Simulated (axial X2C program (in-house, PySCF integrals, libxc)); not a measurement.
# RbH: computed against measured constants

Computed with an in-house relativistic program for diatomic molecules. Spin-free means the one-electron spin-free X2C Hamiltonian; two-component (2c) means X2C with spin–orbit coupling and atomic mean-field two-electron Coulomb and Gaunt terms, so the difference of the two also holds small scalar two-electron terms. Basis: Rb dyall-cv4z [14s14p9d7f4g], H dyall-v4z [7s3p2d1f] (cores contracted in-house); Gaussian nuclei, density fitting, unrestricted open shells. Masses: Rb 84.912 u, H 1.008 u.

```
Hamiltonian    level  Re (Å)  ωe (cm⁻¹)  ωexe (cm⁻¹)  De (eV)
  spin-free     PBE0   2.357      936.7         13.5     1.68
  spin-free       HF   2.443      911.2           12    0.837
  spin-free      MP2   2.351      966.0         12.9     1.55
  spin-free     CCSD   2.378      933.9         13.6     1.77
  spin-free  CCSD(T)   2.370      937.8         13.7     1.77
  spin-free    B97-3   2.374      922.2         11.5     1.82
  spin-free   r2SCAN   2.374      918.9         13.3     1.78
  spin-free     BP86   2.357      915.6         14.2     1.90
         2c     PBE0   2.357      936.9         13.5     1.68
         2c       HF   2.443      911.3           12    0.838
         2c      MP2   2.350      966.1         12.9     1.55
         2c     CCSD   2.378      933.8         13.6     1.76
         2c  CCSD(T)   2.370      937.7         13.6     1.77
         2c    B97-3   2.374      922.3         11.4     1.82
         2c   r2SCAN   2.374      919.1         13.3     1.78
         2c     BP86   2.357      915.9         14.2     1.90
```

De refers to Rb + H.

Correlated methods: 10 electrons correlated (number of frozen shells: Rb 3 s, 2 p, 1 d; H none), 320 virtual spin orbitals or spinors in MP2, 126 natural virtuals in coupled cluster.

Measured (Huber and Herzberg, Constants of Diatomic Molecules, 1979; state 1Σ+): Re (Å) 2.367, ωe (cm⁻¹) 936.94, ωexe (cm⁻¹) 14.21.

**Question.** Work out the error of each level, computed minus measured.

**Answer.** 

| Hamiltonian | level | Re (Å) | ωe (cm⁻¹) | ωexe (cm⁻¹) |
| --- | --- | --- | --- | --- |
| spin-free | PBE0 | -0.010 | -0.2 | -0.71 |
| spin-free | HF | 0.076 | -25.7 | -2.21 |
| spin-free | MP2 | -0.016 | 29.1 | -1.31 |
| spin-free | CCSD | 0.011 | -3.0 | -0.61 |
| spin-free | CCSD(T) | 0.003 | 0.9 | -0.51 |
| spin-free | B97-3 | 0.007 | -14.7 | -2.71 |
| spin-free | r2SCAN | 0.007 | -18.0 | -0.91 |
| spin-free | BP86 | -0.010 | -21.3 | -0.01 |
| 2c | PBE0 | -0.010 | 0.0 | -0.71 |
| 2c | HF | 0.076 | -25.6 | -2.21 |
| 2c | MP2 | -0.017 | 29.2 | -1.31 |
| 2c | CCSD | 0.011 | -3.1 | -0.61 |
| 2c | CCSD(T) | 0.003 | 0.8 | -0.61 |
| 2c | B97-3 | 0.007 | -14.6 | -2.81 |
| 2c | r2SCAN | 0.007 | -17.8 | -0.91 |
| 2c | BP86 | -0.010 | -21.0 | -0.01 |

Occupations by symmetry block were frozen at the best pattern of an incomplete PBE0 search. Closed shells are restricted here (equal orbitals for both partners); the stretched side of such a curve lies too high. Dissociation energies refer to the lowest single-determinant-based atoms at the same level and basis. Coupled cluster ran in a truncated set of natural virtual spinors; the MP2 energy of the rest was added. (T) has no such correction and the atoms are truncated less, which lowers De at CCSD(T) by a hundredth of an eV or more.
